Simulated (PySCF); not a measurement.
## Optical rotation: `N#CC1=C=CCCCCC1`, C$_{9}$H$_{11}$N

Cartesian coordinates in Å; atom numbers follow the order of the lines, from 1:
```xyz
21

N     1.568    3.918    1.488
C     1.252    3.003    0.848
C     0.912    1.857    0.061
C    -0.304    1.660   -0.412
C    -1.386    1.051   -0.818
C    -1.944   -0.082    0.012
C    -1.078   -1.341   -0.139
C     0.387   -1.222    0.310
C     1.386   -0.539   -0.653
C     1.968    0.788   -0.171
H    -1.806    1.256   -1.810
H    -2.979   -0.303   -0.291
H    -1.975    0.213    1.072
H    -1.556   -2.142    0.449
H    -1.107   -1.683   -1.189
H     0.742   -2.249    0.493
H     0.421   -0.727    1.297
H     2.238   -1.215   -0.830
H     0.918   -0.393   -1.640
H     2.495    0.642    0.788
H     2.727    1.155   -0.882
```

Computed with TDDFT CAM-B3LYP/aug-cc-pVDZ circular dichroism and optical rotation, one conformer, gas phase in PySCF 2.14.0. Geometry: PBE0-D3(BJ)/def2-SVP.

No stereocentre is labelled: unless the shape is locked (an allene, a helicene, a hindered biaryl), the mirror image is equally populated and a measured rotation or CD is zero.

**Question.** Give the optical rotatory dispersion at 633, 589.3, 546, 436, 405, 365, 355 nm.

**Answer.** [α] in deg dm⁻¹ (g/mL)⁻¹:
```tsv
λ (nm)	origin-invariant length gauge	modified velocity gauge	length gauge (centre of mass)	isotropic polarisability (au)
633	-359.2	-355.0	-359.1	115.5
589.3	-427.4	-422.4	-427.2	116.1
546	-517.6	-511.5	-517.5	116.8
436	-958.2	-946.3	-957.9	120.0
405	-1201.1	-1185.8	-1200.7	121.5
365	-1703.5	-1681.0	-1703.0	124.2
355	-1885.0	-1859.8	-1884.5	125.1
```

**Question.** And for the mirror image at 589.3 nm?

**Answer.** +427.4 deg dm⁻¹ (g/mL)⁻¹ (origin-invariant length gauge): the same size and the opposite sign.

**Question.** What is the molar rotation [Φ] = [α]·M/100 of the geometry above at 589.3 nm?

**Answer.** With M = 133.19 g/mol, -569.3 deg cm² dmol⁻¹ (origin-invariant length gauge).

The first excitation lies at 5.13 eV (242 nm) with R = +11.6 × 10⁻⁴⁰ esu² cm² (velocity form).
